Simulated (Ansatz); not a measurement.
Consider the ligand exchange at a B–Se bond: `B[Se]C` + `O[Si](O)(O)O` → `BO[Si](O)(O)O` + `C[SeH]`.

Gas-phase electronic energies from Ansatz, PBE0-D4/def2-TZVP geometries. CCSD(T)/CBS adds triple-zeta CCSD(T) − MP2 to the extrapolated MP2 energy (def2 sets, frozen cores). This one scheme is used for every species. DFT in def2-TZVPP. HSE06 is defined as in plane-wave codes. For Se outer-core shells are correlated without core-valence functions, which leaves a few kJ/mol of doubt a bond. Scalar relativity is left out up to krypton. Each species was taken in one conformer, which may not be the lowest.

```json
{"level": "PBE-D4", "ΔE (kJ/mol)": "-19.8"}
{"level": "r2SCAN-D4", "ΔE (kJ/mol)": "-25.9"}
{"level": "r2SCANh-D4", "ΔE (kJ/mol)": "-26.8"}
{"level": "HSE06-D4", "ΔE (kJ/mol)": "-23.9"}
{"level": "HF/def2-TZVPP", "ΔE (kJ/mol)": "-52.4"}
{"level": "MP2/def2-TZVPP", "ΔE (kJ/mol)": "-24.8"}
{"level": "SCS-MP2/def2-TZVPP", "ΔE (kJ/mol)": "-32.1"}
{"level": "CCSD(T)/def2-TZVPP", "ΔE (kJ/mol)": "-28.3"}
```

Question: What does CCSD(T)/CBS give? (Best estimate.)

Answer: Computed: -26.1 kJ/mol. The listed levels differ from it by 6.3, 0.2, -0.7, 2.2, -26.3, 1.3, -6.0, -2.2 kJ/mol.

Question: What do rigid-rotor, harmonic-oscillator terms from PBE0-D4/def2-TZVP frequencies (298.15 K, 1 bar) make of the CCSD(T)/CBS value? (An estimate is asked.)

Answer: Ansatz gave: ΔZPE = -6.6 kJ/mol, ΔH = -31.3 kJ/mol, ΔS = 14 J/(mol·K), ΔG = -35.6 kJ/mol.

Largest T1 diagnostic among the species: 0.013.

From BLYP to BHLYP (50 % exact exchange), in def2-TZVPP and without D4, ΔE moves by −8.1 kJ/mol. In def2-TZVPP, CCSD(T) changes the Hartree–Fock value by +24.1 kJ/mol (the triples alone add +3.9 kJ/mol) and MP2 by +27.6 kJ/mol.
